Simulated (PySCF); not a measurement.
Exercise with solution: dipole moment from atomic charges

W(O)2(NH2)2 (H₄N₂O₂W), SMILES [O]=[W](=[O])([NH2])[NH2], multiplicity 1. Atoms are numbered in the order given.

```xyz
9

W      0.0000     0.0000     0.0552
O      0.0000     1.4479     0.9898
O      0.0000    -1.4478     0.9898
N      1.6215     0.0000    -1.0428
H      2.1210     0.8388    -1.3298
H      2.1210    -0.8388    -1.3298
N     -1.6215     0.0000    -1.0428
H     -2.1210     0.8388    -1.3298
H     -2.1210    -0.8388    -1.3298
```

Geometry: B3LYP-D3(BJ)/def2-SVP. The multiplicity is an assumed one; other spin states were not compared. The def2 effective core potentials stand for the cores of W; spin–orbit coupling is left out. Other conformers were not sampled.

Charges (e) from CAM-B3LYP/def2-TZVP in PySCF:

```json
[
 {"atom": "W1", "ESP fit": "1.817", "Mulliken": "1.471"},
 {"atom": "O2", "ESP fit": "-0.600", "Mulliken": "-0.513"},
 {"atom": "O3", "ESP fit": "-0.600", "Mulliken": "-0.513"},
 {"atom": "N4", "ESP fit": "-1.206", "Mulliken": "-0.744"},
 {"atom": "H5", "ESP fit": "0.448", "Mulliken": "0.260"},
 {"atom": "H6", "ESP fit": "0.448", "Mulliken": "0.260"},
 {"atom": "N7", "ESP fit": "-1.206", "Mulliken": "-0.744"},
 {"atom": "H8", "ESP fit": "0.448", "Mulliken": "0.260"},
 {"atom": "H9", "ESP fit": "0.448", "Mulliken": "0.260"}
]
```

The dipole moment of the full density is 4.66 D.

What dipole moment does each set of point charges give, and which comes closer to that of the density?


μ = Σ q r, and 1 e Å = 4.8032 D.
ESP fit: Σ q r = (0.000, 0.000, -0.955) e Å, |μ| = 4.59 D.
Mulliken: Σ q r = (0.000, 0.000, -0.766) e Å, |μ| = 3.68 D.
ESP fit comes closer in size. Point charges leave out the atoms' own dipoles (lone pairs, polarised bonds); fits to the potential absorb them, partitions of the density don't.
